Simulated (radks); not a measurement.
Coherent X-ray form factor from a spherical all-electron density. All-electron calculation, Dirac Kohn-Sham, exchange-only PBE, spin-unpolarised, spherical densities, finite nucleus; Fermi nuclear charge, rms radius of each element as measured or else 0.836 A^(1/3) + 0.57 fm. Program: a radial shooting solver on a logarithmic mesh with Libxc functionals.

sin(theta)/lambda (1/angstrom)  f0 (electrons)
0.05                                    29.700
0.1                                     28.855
0.15                                    27.599
0.2                                     26.094
0.25                                    24.482
0.3                                     22.858
0.4                                     19.753
0.5                                     16.945
0.6                                     14.490
0.8                                     10.746
1                                        8.423
1.25                                     6.829
1.5                                      5.921
2                                        4.613

The species is in the configuration that NIST lists as its ground one. Which atom or ion scatters so?

Answer. The arsenic ion As3+, [Ar] 3d10 4s2. Extrapolating in s^2 from the first two rows gives f0(0) = 30.0, near the electron count 30; among species with that count, the fall with angle is slower the higher Z, and the table is that of Z = 33; from so few rows the species is fixed only to a neighbour or two.
